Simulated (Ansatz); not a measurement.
`O[Si](O)(Br)Br` + HCl → `O[Si](Cl)(Br)Br` + H₂O  (ligand exchange at the Si–O bond)

Computed with Ansatz on PBE0-D4/def2-TZVP structures; ΔE is electronic, products minus reactants. CCSD(T)/CBS is the MP2 limit (def2-TZVPP, def2-QZVPP) plus CCSD(T) − MP2 in def2-TZVPP, frozen cores. This one scheme is used for every species. Functionals use def2-TZVPP. B3LYP here is the variant with VWN-RPA as its local correlation; programs differ in this. For Br outer-core shells are correlated without core-valence functions, which leaves a few kJ/mol of doubt a bond. Scalar relativity is left out up to krypton. One conformer a species, not always the lowest.

`O[Si](O)(Br)Br`:

```xyz
7

O    -1.356    0.441    0.095
Si    0.145   -0.109   -0.186
O     0.590   -1.071    1.034
Br    0.256   -1.323   -2.008
Br    1.507    1.623   -0.403
H    -1.689    1.152   -0.456
H     0.548   -0.712    1.923
```

HCl:

```xyz
2

Cl    0.591   -0.058   -0.238
H    -0.591    0.058    0.238
```

`O[Si](Cl)(Br)Br`:

Cartesian coordinates in Å:
```
O 0.038 0.922 -1.008
Si -0.069 -0.264 0.089
Cl 1.748 -1.107 0.439
Br -0.836 0.503 2.004
Br -1.432 -1.755 -0.742
H 0.552 1.701 -0.782
```

H₂O:

Z-matrix (Å, degrees):
```
O
H 1 0.960
H 1 0.960 2 105.1
```

```json
{"level": "r2SCAN-D4", "ΔE (kJ/mol)": "17.3"}
{"level": "B3LYP-D4", "ΔE (kJ/mol)": "17.3"}
{"level": "ωB97M-V", "ΔE (kJ/mol)": "16.8"}
{"level": "LC-ωPBE", "ΔE (kJ/mol)": "18.1"}
```

**Question.** What does CCSD(T)/CBS give? (Best estimate.)

**Answer.** The calculation gave: +14.1 kJ/mol. The listed levels differ from it by 3.2, 3.2, 2.7, 4.0 kJ/mol.

Largest T1 diagnostic among the species: 0.009.

In def2-TZVPP, CCSD(T) changes the Hartree–Fock value by −9.0 kJ/mol (the triples alone add −2.1 kJ/mol) and MP2 by −15.1 kJ/mol. At CCSD(T), def2-SVP lies +4.0 kJ/mol from the extrapolated value and def2-TZVPP +6.7 kJ/mol.
